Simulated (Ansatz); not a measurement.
Job for Ansatz (an electronic-structure program): R-CCSD(T)/def2-SVP on ClGeH3O (SMILES [OH][GeH2][Cl]), a point of a torsion scan. The run froze 20 orbitals, filled d shells among them.

Ansatz 0.2 input:
```yaml
crystal:
  periodic: [false, false, false]
  atoms:
    - {symbol: O, position_ang: [1.24129623, 0.06058732, -0.46437847]}
    - {symbol: Ge, position_ang: [-0.39654860, -0.14333597, 0.06555391]}
    - {symbol: Cl, position_ang: [-0.52789541, -2.05159877, 0.91770480]}
    - {symbol: H, position_ang: [1.90142566, 0.42957286, 0.11814994]}
    - {symbol: H, position_ang: [-1.17280229, -0.07851350, -1.21295211]}
    - {symbol: H, position_ang: [-0.76565707, 0.91831515, 1.07420504]}
basis:
  gaussian:
    orbitals: def2-SVP
magnetization: {spin_polarized: false}
correlation: {method: ccsd_t, electrons: outside_noble_gas}
scf: {lower_state_search: off}
```

Output:

```
WARN ansatz: RAYON_NUM_THREADS=1 ignored (pool sized by the plan → 1); use --threads N
Functional definition: HF
these checks for a lower state are left out or cut short: stability, starts, cluster_reference, orbital_swaps, neighbouring_geometries, increment
integrals: 0.06 GiB planned
757 factors; integrals over basis functions are off by at most 1.6e-3 eV
mean field: 0.22 GiB planned
mean field evaluation 1: about -71048.3351 eV, gradient 3.4e1 eV
mean field evaluation 2: about -71048.3612 eV, gradient 3.4e1 eV
mean field evaluation 4: about -71050.7190 eV, gradient 2.2e0 eV
mean field evaluation 8: about -71050.7365 eV, gradient 1.0e-1 eV
mean field -71050.73654809 eV, -2611.0664082233 hartree, gradient 1.7e-6 eV, S^2 0.000000; 0 other end points of the search recorded, 0 dependent functions left out
20 core orbitals not correlated
reference -71050.73654809 eV, -2611.0664082233 hartree; 10, 10 occupied and 49, 49 virtual orbitals, 757 factors
second order -11.37569335 eV of doubles, -0.00000000 eV of singles
coupled cluster: 0.14 GiB planned
cycle   1  -11.88388325 eV  change   -5.1e-1 eV  update   7.4e-2
cycle   2  -12.15736858 eV  change   -2.7e-1 eV  update   2.1e-2
cycle   3  -12.22294228 eV  change   -6.6e-2 eV  update   1.1e-2
cycle   4  -12.22006805 eV  change    2.9e-3 eV  update   2.4e-3
cycle   5  -12.21941989 eV  change    6.5e-4 eV  update   1.0e-3
cycle   6  -12.21950122 eV  change   -8.1e-5 eV  update   3.2e-4
cycle   7  -12.21939044 eV  change    1.1e-4 eV  update   1.1e-4
cycle   8  -12.21938447 eV  change    6.0e-6 eV  update   2.8e-5
cycle   9  -12.21939221 eV  change   -7.7e-6 eV  update   8.9e-6
perturbative correction -0.24720930 eV, -0.0090847742 hartree
Total energy: -71063.20314960 eV, -2611.5245473787 hartree
Checks for a lower state left out: stability, starts, cluster_reference, orbital_swaps, neighbouring_geometries, increment
```

The calculation finished and met its thresholds.

Cost: very roughly 2.3 core-seconds.
